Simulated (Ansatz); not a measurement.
Consider the ligand exchange at the Si–C bond: `N[SiH2]C(F)[SiH3]` + `[OH][In]([Cl])[O][SiH3]` → `[SiH3][O][In]([Cl])[O][SiH3]` + `N[SiH2]CF`.

Computed with Ansatz on PBE0-D4/def2-TZVP structures; ΔE is electronic, products minus reactants. CBS: MP2 limit from def2 TZ/QZ plus the TZ coupled-cluster correction, frozen cores. DFT in def2-TZVPP. B3LYP here is the variant with VWN-RPA as its local correlation; programs differ in this. def2 core potentials past Kr. For In outer-core shells are correlated without core-valence functions, which leaves a few kJ/mol of doubt a bond. One conformer a species, not always the lowest.

`N[SiH2]C(F)[SiH3]`:

```xyz
13

N     0.110    1.176   -1.784
Si    0.287   -0.448   -1.272
C    -0.482   -0.878    0.408
F    -1.884   -0.744    0.309
Si    0.122    0.162    1.868
H     0.636    1.919   -1.353
H    -0.779    1.506   -2.120
H     1.738   -0.751   -1.142
H    -0.366   -1.315   -2.284
H    -0.267   -1.934    0.623
H    -0.120    1.605    1.608
H    -0.578   -0.231    3.118
H     1.584   -0.066    2.022
```

`[OH][In]([Cl])[O][SiH3]`:

Cartesian coordinates in Å:
```
O -0.182 2.040 -1.495
In -0.575 1.560 0.368
Cl -1.451 3.043 1.870
O -0.199 -0.273 0.976
Si 0.409 -1.600 0.246
H 0.182 1.292 -1.979
H 0.744 -1.312 -1.184
H 1.654 -2.044 0.928
H -0.583 -2.707 0.271
```

`[SiH3][O][In]([Cl])[O][SiH3]`:

Z-matrix (Å, degrees):
```
Si
O 1 1.637
H 1 1.485 2 108.3
H 1 1.490 2 111.2 3 119.9
H 1 1.490 2 111.0 3 -119.8
In 2 1.956 1 136.2 3 -175.0
O 6 1.950 2 116.8 1 -179.9
Cl 6 2.290 2 122.0 1 0.1
Si 7 1.638 6 134.9 2 0.2
H 9 1.489 7 111.1 6 -60.0
H 9 1.489 7 111.1 6 60.5
H 9 1.485 7 108.1 6 -179.8
```

`N[SiH2]CF`:

Cartesian coordinates in Å:
```
N -0.926 1.319 -0.127
Si -0.631 -0.360 0.076
C 1.223 -0.644 -0.155
F 1.923 0.115 0.788
H -1.866 1.652 -0.266
H -0.393 1.973 0.425
H -1.007 -0.932 1.402
H -1.382 -1.098 -0.976
H 1.501 -1.695 -0.018
H 1.556 -0.330 -1.150
```

**Question.** Is it downhill or uphill in electronic energy at CCSD(T)/CBS, and by how much? (Best estimate.)

**Answer.** Ansatz gave: Downhill: ΔE = -111.0 kJ/mol.

**Question.** What do these levels give: PBE0-D4, B2PLYP, B3LYP, HF/def2-TZVPP, CCSD(T)/def2-TZVPP, MP2/CBS(def2)? (Best estimate.)

**Answer.** The calculation gave: PBE0-D4 -99.6, B2PLYP -115.1, B3LYP -112.9, HF/def2-TZVPP -143.1, CCSD(T)/def2-TZVPP -112.8, MP2/CBS(def2) -113.8 kJ/mol.

Largest T1 diagnostic among the species: 0.015.

From PBE to PBE0 (25 % exact exchange), in def2-TZVPP and without D4, ΔE moves by −10.4 kJ/mol. The D4 term adds +4.1 kJ/mol with B3LYP and +2.2 kJ/mol with PBE0; it sums over pairs of atoms, weighted by their polarisabilities, and B3LYP, whose exchange is more repulsive, gets the larger term.
